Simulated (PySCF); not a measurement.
Cd(H)(SeH) (CdH2Se), SMILES [SeH][CdH].

Geometry: B3LYP-D3(BJ)/def2-TZVP. The def2 effective core potentials stand for the cores of Cd; spin–orbit coupling is left out.

Level of theory: PBE/def2-TZVPD (PySCF).

The molecule is in vacuum.

```yaml
total_energy: -2570.18080 hartree
point_group: Cs
highest_occupied_level: -5.71 eV
lowest_empty_level: -1.63 eV
orbital_gap: 4.08 eV
dipole_moment: 1.25 D
quadrupole, principal values (traceless, Buckingham form, about the centre of nuclear charge): -6.22, -0.24, 6.46 D·Å
mean_static_polarisability: 68.4 bohr³ (10.13 Å³)
polarisability_principal_values: 53.4, 55.6, 96.2 bohr³
```
